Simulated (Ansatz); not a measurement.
`CB[SiH](C)N` + HCl → `CB[SiH](C)Cl` + NH₃ at 298.15 K and 1 bar (ligand exchange at the Si–N bond).

Program: Ansatz. Geometries: PBE0-D4/def2-TZVP. ΔE: electronic, gas phase. CBS: MP2 limit from def2 TZ/QZ plus the TZ coupled-cluster correction, frozen cores. This one scheme is used for every species. One conformer a species, not always the lowest.

| species | CCSD(T)/CBS energy (Eh) | H − E (kJ/mol) | S (J/(mol·K)) |
| --- | --- | --- | --- |
| `CB[SiH](C)N` | -450.72341 | 341.7 | 387.7 |
| HCl | -460.38127 | 26.6 | 186.8 |
| `CB[SiH](C)Cl` | -854.62010 | 276.4 | 380.9 |
| NH₃ | -56.50880 | 100.5 | 192.4 |

H − E and S are ideal-gas, rigid-rotor, harmonic terms from PBE0-D4/def2-TZVP, for one conformer and one mirror image of each species. 1 Eh = 2625.50 kJ/mol, R = 8.31446 J/(mol·K).

Question: By hand: ΔE, ΔH, ΔS and ΔG.

Answer: ΔE = (-854.62010) + (-56.50880) − (-450.72341) − (-460.38127) = -0.02422 Eh = -63.6 kJ/mol. Δ(H − E) = 276.4 + 100.5 − 341.7 − 26.6 = 8.6, so ΔH = -55.0 kJ/mol. ΔS = 380.9 + 192.4 − 387.7 − 186.8 = -1.2 J/(mol·K). ΔG = -55.0 − 298.15 × (-1.2)/1000 = -54.6 kJ/mol.

Question: By hand: the equilibrium constant, and the temperature at which ΔG would vanish if ΔH and ΔS stayed fixed.

Answer: log₁₀ K = −ΔG/(RT ln 10) = 9.6. ΔG = 0 at ΔH/ΔS = 45833 K, far beyond where these terms or the molecules hold.

The number of gas molecules stays the same, so ΔS is small and ΔH decides. A doubt of 5 kJ/mol in ΔE shifts log₁₀ K by 0.9 here. Other conformers and mirror images would add mixing entropy, several J/(mol·K) or more a flexible species. Modes under 60 cm⁻¹, often nearly free rotors, make the harmonic entropy too high. These are equilibria of isolated gas molecules and say nothing of rates. Largest T1 diagnostic: 0.010 (customary marks: 0.02 for closed shells, 0.045 for open ones).
